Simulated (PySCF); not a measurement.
Excitations are Tamm–Dancoff values on a coarser integration grid. The basis has no diffuse functions, so Rydberg states are missing or too high.

Cartesian coordinates (Å):
SMILES: [F][GaH2]
```xyz
4

F     -1.2750    -1.0145    -0.1123
Ga     0.0981     0.0781     0.0089
H      1.4680    -0.6471     0.1414
H     -0.2911     1.5836    -0.0380
```
Charge 0, multiplicity 1.

Problem. Predict the S1 excitation (TDA), total energy and T1 excitation (TDA) from PBE0-D3(BJ)/def2-TZVP in PySCF.

Solution. 
```
Item                         Value
-------------------  -------------
S1 excitation (TDA)        5.78 eV
total energy         -2025.6164 Ha
T1 excitation (TDA)        5.31 eV
```
